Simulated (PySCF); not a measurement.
C₅H₇BO, SMILES C#CB1OC[C@@H]1C. Coordinates come from a PBE-D3(BJ)/def2-SVP optimisation. The structure was generated by enumeration; whether it is a known compound was not checked.

**Question.** Give the equilibrium geometry at PBE-D3(BJ)/def2-SVP (PySCF confirms it by a frequency run) as Cartesian coordinates in Å. (Estimate from the structure and the level; the computed values follow.)

**Answer.** 
```xyz
14

C      2.9998     0.4806     0.4163
C      1.8482     0.0963     0.2200
B      0.3932    -0.3084     0.0227
O     -0.0731    -1.3724    -0.7236
C     -1.4571    -0.9914    -0.4105
C     -1.0479     0.2068     0.4816
C     -1.5396     1.5989     0.0951
H      4.0172     0.8095     0.5828
H     -1.9822    -1.8336     0.0873
H     -1.9959    -0.7220    -1.3440
H     -1.2452     0.0029     1.5558
H     -1.0161     2.3794     0.6832
H     -2.6292     1.7223     0.2724
H     -1.3496     1.8156    -0.9768
```
Charge 0, spin multiplicity 1.
